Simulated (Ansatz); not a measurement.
C$_{3}$H$_{9}$NSi, SMILES `C=CN(C)[SiH3]`, relaxed with RKS PBE-D4/def2-SVP in Ansatz 0.2.0 from a rough embedded geometry. The force threshold is 0.03 eV/Å; the program also tests the step.

The species carries charge 0 and has multiplicity 1.

Start:

```xyz
14

C     0.608   -2.103   -0.008
C     0.030   -1.121    0.564
N    -0.028    0.176    0.157
C     0.591    0.683   -1.162
Si   -0.983    1.443    0.883
H     0.611   -3.146    0.445
H     1.194   -2.053   -0.952
H    -0.474   -1.266    1.484
H     1.580    0.228   -1.265
H    -0.028    0.214   -1.998
H     0.630    1.691   -1.286
H    -2.195    1.645    0.003
H    -0.167    2.631    0.914
H    -1.369    0.979    2.222
```

```json
{"step": "1", "energy (eV)": "-12607.9802", "largest force (eV/Å)": "6.352", "largest move (Å)": "0.000"}
{"step": "2", "energy (eV)": "-12608.6819", "largest force (eV/Å)": "1.821", "largest move (Å)": "0.141"}
{"step": "3", "energy (eV)": "-12608.7585", "largest force (eV/Å)": "0.372", "largest move (Å)": "0.071"}
{"step": "4", "energy (eV)": "-12608.7588", "largest force (eV/Å)": "0.738", "largest move (Å)": "0.093"}
{"step": "5", "energy (eV)": "-12608.7764", "largest force (eV/Å)": "0.079", "largest move (Å)": "0.043"}
{"step": "6", "energy (eV)": "-12608.7785", "largest force (eV/Å)": "0.077", "largest move (Å)": "0.047"}
{"step": "7", "energy (eV)": "-12608.7793", "largest force (eV/Å)": "0.031", "largest move (Å)": "0.026"}
{"step": "8", "energy (eV)": "-12608.7795", "largest force (eV/Å)": "0.022", "largest move (Å)": "0.015"}
```

End:

```xyz
14

C     0.614   -2.130   -0.079
C     0.021   -1.081    0.541
N    -0.027    0.238    0.096
C     0.627    0.550   -1.164
Si   -1.019    1.464    0.890
H     0.599   -3.116    0.403
H     1.121   -2.047   -1.051
H    -0.481   -1.239    1.511
H     1.703    0.265   -1.131
H     0.164    0.008   -2.021
H     0.568    1.637   -1.373
H    -2.313    1.742    0.162
H    -0.247    2.754    0.946
H    -1.332    0.955    2.267
```

Hardware: 4 threads of a server CPU on a shared host. Wall time 13 s, peak host memory 0.16 GiB.
